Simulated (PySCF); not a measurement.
Compound: C4H7F2O (doublet state).
Structure used (GFN2-xTB), in Å, numbered top down from 1:
```
atom  x, y, z in Å
C1     1.8888   -0.4673   -0.0532
O2     0.9492    0.4712    0.4501
C3    -0.3121    0.4419   -0.1040
C4    -1.0325   -0.9020   -0.1001
F5    -0.1653    0.8011   -1.4915
C6    -1.0774    1.5128    0.5684
F7    -2.4030    1.4163    0.6745
H8     1.9103   -0.4539   -1.1448
H9     1.6721   -1.4779    0.3034
H10    2.8527   -0.1454    0.3343
H11   -2.0493   -0.7617   -0.4560
H12   -1.0530   -1.2964    0.9122
H13   -0.5245   -1.5995   -0.7601
H14   -0.6567    2.4605    0.8445
```

The hyperfine couplings belong to this conformer and change with its torsions.

Identity: `CO[C@](C)(F)[CH]F` [radical].

Method: UKS B3LYP, pcH-1 on C F H O, non-relativistic, mean-field spin-orbit, GIAO in PySCF 2.14.0. One conformer (not necessarily the lowest) at the GFN2-xTB geometry, without solvent, vibrations or thermal averaging. Couplings are sensitive to structure, and on GFN2-xTB geometries they can be far from those on DFT ones. The SCF solution wasn't tested for stability.

Principal values of hyperfine tensors in MHz (contact and dipolar terms together), for some of the nuclei:

| atom | isotope | A1 | A2 | A3 |
| --- | --- | --- | --- | --- |
| F5 | 19F | 130.00 | 137.83 | 454.17 |
| F7 | 19F | -131.28 | -91.38 | 700.33 |
| C6 | 13C | 23.00 | 25.85 | 281.10 |
| H14 | 1H | -106.17 | -69.77 | -25.96 |
| C3 | 13C | -25.67 | -23.09 | -21.37 |
| H12 | 1H | 0.78 | 1.41 | 10.29 |
| C1 | 13C | 2.31 | 2.35 | 4.45 |
| H13 | 1H | 0.84 | 0.99 | 5.88 |

**Question.** Give the isotropic coupling of each nucleus in MHz and in mT (g = 2.0036), and the anisotropic part.

**Answer.** a_iso = (A1 + A2 + A3)/3, Ti = Ai − a_iso; 1 mT corresponds to 28.042 MHz.

```json
{"atom": "F5", "a_iso (MHz)": "240.67", "a_iso (mT)": "8.582", "T1": "-110.67", "T2": "-102.84", "T3": "213.50"}
{"atom": "F7", "a_iso (MHz)": "159.22", "a_iso (mT)": "5.678", "T1": "-290.50", "T2": "-250.61", "T3": "541.11"}
{"atom": "C6", "a_iso (MHz)": "109.98", "a_iso (mT)": "3.922", "T1": "-86.98", "T2": "-84.13", "T3": "171.11"}
{"atom": "H14", "a_iso (MHz)": "-67.30", "a_iso (mT)": "-2.400", "T1": "-38.87", "T2": "-2.47", "T3": "41.34"}
{"atom": "C3", "a_iso (MHz)": "-23.37", "a_iso (mT)": "-0.834", "T1": "-2.29", "T2": "0.28", "T3": "2.01"}
{"atom": "H12", "a_iso (MHz)": "4.16", "a_iso (mT)": "0.148", "T1": "-3.38", "T2": "-2.75", "T3": "6.13"}
{"atom": "C1", "a_iso (MHz)": "3.04", "a_iso (mT)": "0.108", "T1": "-0.73", "T2": "-0.69", "T3": "1.42"}
{"atom": "H13", "a_iso (MHz)": "2.57", "a_iso (mT)": "0.092", "T1": "-1.73", "T2": "-1.58", "T3": "3.31"}
```

**Question.** What spin density at the nucleus of F7 lies behind its contact coupling (g_N = 5.25774)?

**Answer.** a_FC = 800.24 MHz bohr³ × g_N × ρ(0)/(2S). With a_FC = 159.22 MHz and 2S = 1, ρ(0) = 0.03784 bohr⁻³.

**Question.** O2 (17O, g_N = -0.75752) isn't in the table. Its spin density at the nucleus is 0.02885 bohr⁻³. What is its contact coupling?

**Answer.** By the same relation, a_FC = -17.49 MHz. Its full tensor has the principal values -23.84, -14.84, -13.79 MHz.

**Question.** Name the largest traceless tensor T of the table and describe it.

**Answer.** F7: -290.5, -250.6, 541.1 MHz, nearly axial, close to the ratio −1:−1:+2.
